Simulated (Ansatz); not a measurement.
Ansatz (a program for electronic structure) input (B3LYP-D3(BJ)/def2-TZVP):

Ansatz 0.2 input:
```yaml
crystal:
  periodic: [false, false, false]
  atoms:
    - {symbol: W, position_ang: [-0.00000000, -0.00000000, -0.02294293]}
    - {symbol: H, position_ang: [0.00000000, 0.00000000, 1.69777656]}
basis:
  gaussian:
    orbitals: def2-TZVP
hamiltonian:
  xc: b3lyp
  dispersion: d3bj
magnetization: {spin_polarized: true, initial_magnetization: 5}
phonons: {temperatures: {t_min: 298.15, t_max: 298.15, t_step: 100}}
```

Output:

```
Functional definition: B3LYP
integrals: 0.01 GiB planned
462 factors; integrals over basis functions are off by at most 1.7e-4 eV
mean field: 0.13 GiB planned
mean field evaluation 1: about -1837.1436 eV, gradient 1.6e1 eV
mean field evaluation 2: about -1836.9034 eV, gradient 1.8e1 eV
mean field evaluation 4: about -1838.5328 eV, gradient 6.2e-1 eV
mean field evaluation 8: about -1838.5355 eV, gradient 1.8e-2 eV
mean field -1838.53548256 eV, -67.5649327801 hartree, gradient 8.7e-6 eV, S^2 8.760879; 0 other end points of the search recorded, 0 dependent functions left out
the calculation of the forces begins
reference -1838.53566156 eV, -67.5649393581 hartree; 10, 5 occupied and 36, 41 virtual orbitals, 462 factors
these checks for a lower state are left out or cut short: stability, starts, cluster_reference, orbital_swaps, neighbouring_geometries, increment
integrals: 0.01 GiB planned
462 factors; integrals over basis functions are off by at most 1.7e-4 eV
mean field: 0.13 GiB planned
mean field evaluation 16: about -1838.5363 eV, gradient 2.9e-2 eV
mean field -1838.53548255 eV, -67.5649327797 hartree, gradient 1.9e-6 eV, S^2 8.760879; 0 other end points of the search recorded, 0 dependent functions left out
the calculation of the forces begins
reference -1838.53566155 eV, -67.5649393576 hartree; 10, 5 occupied and 36, 41 virtual orbitals, 462 factors
these checks for a lower state are left out or cut short: stability, starts, cluster_reference, orbital_swaps, neighbouring_geometries, increment
integrals: 0.01 GiB planned
462 factors; integrals over basis functions are off by at most 1.7e-4 eV
mean field: 0.13 GiB planned
mean field -1838.53548255 eV, -67.5649327797 hartree, gradient 1.9e-6 eV, S^2 8.760879; 0 other end points of the search recorded, 0 dependent functions left out
the calculation of the forces begins
reference -1838.53566155 eV, -67.5649393576 hartree; 10, 5 occupied and 36, 41 virtual orbitals, 462 factors
these checks for a lower state are left out or cut short: stability, starts, cluster_reference, orbital_swaps, neighbouring_geometries, increment
integrals: 0.01 GiB planned
462 factors; integrals over basis functions are off by at most 1.7e-4 eV
mean field: 0.13 GiB planned
mean field evaluation 32: about -1838.5355 eV, gradient 2.8e-5 eV
mean field -1838.53548255 eV, -67.5649327797 hartree, gradient 1.9e-6 eV, S^2 8.760879; 0 other end points of the search recorded, 0 dependent functions left out
the calculation of the forces begins
reference -1838.53566155 eV, -67.5649393576 hartree; 10, 5 occupied and 36, 41 virtual orbitals, 462 factors
these checks for a lower state are left out or cut short: stability, starts, cluster_reference, orbital_swaps, neighbouring_geometries, increment
integrals: 0.01 GiB planned
462 factors; integrals over basis functions are off by at most 1.7e-4 eV
mean field: 0.13 GiB planned
mean field -1838.53548255 eV, -67.5649327797 hartree, gradient 1.9e-6 eV, S^2 8.760879; 0 other end points of the search recorded, 0 dependent functions left out
the calculation of the forces begins
reference -1838.53566155 eV, -67.5649393576 hartree; 10, 5 occupied and 36, 41 virtual orbitals, 462 factors
these checks for a lower state are left out or cut short: stability, starts, cluster_reference, orbital_swaps, neighbouring_geometries, increment
integrals: 0.01 GiB planned
462 factors; integrals over basis functions are off by at most 1.7e-4 eV
mean field: 0.13 GiB planned
mean field -1838.53545913 eV, -67.5649319189 hartree, gradient 2.3e-6 eV, S^2 8.760822; 0 other end points of the search recorded, 0 dependent functions left out
the calculation of the forces begins
reference -1838.53563811 eV, -67.5649384965 hartree; 10, 5 occupied and 36, 41 virtual orbitals, 462 factors
these checks for a lower state are left out or cut short: stability, starts, cluster_reference, orbital_swaps, neighbouring_geometries, increment
integrals: 0.01 GiB planned
462 factors; integrals over basis functions are off by at most 1.7e-4 eV
mean field: 0.13 GiB planned
mean field -1838.53542252 eV, -67.5649305734 hartree, gradient 2.5e-6 eV, S^2 8.760935; 0 other end points of the search recorded, 0 dependent functions left out
the calculation of the forces begins
reference -1838.53560152 eV, -67.5649371517 hartree; 10, 5 occupied and 36, 41 virtual orbitals, 462 factors
these checks for a lower state are left out or cut short: stability, starts, cluster_reference, orbital_swaps, neighbouring_geometries, increment
integrals: 0.01 GiB planned
462 factors; integrals over basis functions are off by at most 1.7e-4 eV
mean field: 0.13 GiB planned
mean field evaluation 64: about -1838.5355 eV, gradient 2.2e-6 eV
mean field -1838.53548255 eV, -67.5649327797 hartree, gradient 1.9e-6 eV, S^2 8.760879; 0 other end points of the search recorded, 0 dependent functions left out
the calculation of the forces begins
reference -1838.53566155 eV, -67.5649393576 hartree; 10, 5 occupied and 36, 41 virtual orbitals, 462 factors
these checks for a lower state are left out or cut short: stability, starts, cluster_reference, orbital_swaps, neighbouring_geometries, increment
integrals: 0.01 GiB planned
462 factors; integrals over basis functions are off by at most 1.7e-4 eV
mean field: 0.13 GiB planned
mean field -1838.53548255 eV, -67.5649327797 hartree, gradient 1.9e-6 eV, S^2 8.760879; 0 other end points of the search recorded, 0 dependent functions left out
the calculation of the forces begins
reference -1838.53566155 eV, -67.5649393576 hartree; 10, 5 occupied and 36, 41 virtual orbitals, 462 factors
these checks for a lower state are left out or cut short: stability, starts, cluster_reference, orbital_swaps, neighbouring_geometries, increment
integrals: 0.01 GiB planned
462 factors; integrals over basis functions are off by at most 1.7e-4 eV
mean field: 0.13 GiB planned
mean field -1838.53548255 eV, -67.5649327797 hartree, gradient 1.9e-6 eV, S^2 8.760879; 0 other end points of the search recorded, 0 dependent functions left out
the calculation of the forces begins
reference -1838.53566155 eV, -67.5649393576 hartree; 10, 5 occupied and 36, 41 virtual orbitals, 462 factors
these checks for a lower state are left out or cut short: stability, starts, cluster_reference, orbital_swaps, neighbouring_geometries, increment
integrals: 0.01 GiB planned
462 factors; integrals over basis functions are off by at most 1.7e-4 eV
mean field: 0.13 GiB planned
mean field -1838.53548255 eV, -67.5649327797 hartree, gradient 1.9e-6 eV, S^2 8.760879; 0 other end points of the search recorded, 0 dependent functions left out
the calculation of the forces begins
reference -1838.53566155 eV, -67.5649393576 hartree; 10, 5 occupied and 36, 41 virtual orbitals, 462 factors
these checks for a lower state are left out or cut short: stability, starts, cluster_reference, orbital_swaps, neighbouring_geometries, increment
integrals: 0.01 GiB planned
462 factors; integrals over basis functions are off by at most 1.7e-4 eV
mean field: 0.13 GiB planned
mean field -1838.53542252 eV, -67.5649305734 hartree, gradient 2.5e-6 eV, S^2 8.760935; 0 other end points of the search recorded, 0 dependent functions left out
the calculation of the forces begins
reference -1838.53560152 eV, -67.5649371517 hartree; 10, 5 occupied and 36, 41 virtual orbitals, 462 factors
these checks for a lower state are left out or cut short: stability, starts, cluster_reference, orbital_swaps, neighbouring_geometries, increment
integrals: 0.01 GiB planned
462 factors; integrals over basis functions are off by at most 1.7e-4 eV
mean field: 0.13 GiB planned
mean field evaluation 96: about -1838.5363 eV, gradient 9.7e-1 eV
mean field -1838.53545913 eV, -67.5649319189 hartree, gradient 2.3e-6 eV, S^2 8.760822; 0 other end points of the search recorded, 0 dependent functions left out
the calculation of the forces begins
reference -1838.53563811 eV, -67.5649384965 hartree; 10, 5 occupied and 36, 41 virtual orbitals, 462 factors
Total energy: -1838.56187734 eV, -67.5659027703 hartree
Atom 0 at    -0.000000    -0.000000    -0.022943 Å, force     0.000000     0.000000    -0.000287 eV/Å
Atom 1 at     0.000000     0.000000     1.697777 Å, force    -0.000000    -0.000000     0.000287 eV/Å
Dipole moment:     0.000000    -0.000000    -0.413965 e Å
Vibrations: 1903.60 cm⁻¹, zero-point energy 0.118008 eV
```

The spin state was set by rule; other spins were not relaxed.
